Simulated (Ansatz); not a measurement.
`[Br][GeH]([Br])[Br]`, relaxed with RKS PBE0-D4/def2-TZVP in Ansatz from a PBE-D4/def2-SVP geometry. The force threshold is 0.005 eV/Å; the program also tests the step.

Total charge 0; spin multiplicity 1.

Start:

```xyz
5

Br    0.497   -1.515    1.607
Ge    0.067    0.136    0.046
Br    0.933   -0.505   -2.000
Br   -2.219    0.423   -0.150
H     0.722    1.461    0.497
```

```
step   energy (eV)  largest force (eV/Å)  largest move (Å)
   1  -266645.9788                 0.415             0.000
   2  -266645.9981                 0.087             0.036
   3  -266645.9990                 0.003             0.008
```

End:

```xyz
5

Br    0.489   -1.499    1.585
Ge    0.068    0.138    0.047
Br    0.920   -0.502   -1.975
Br   -2.192    0.415   -0.149
H     0.715    1.448    0.492
```

Hardware: 4 threads of an Arm Neoverse V2 on a shared host. Wall time 21 s, peak host memory 0.7 GiB.
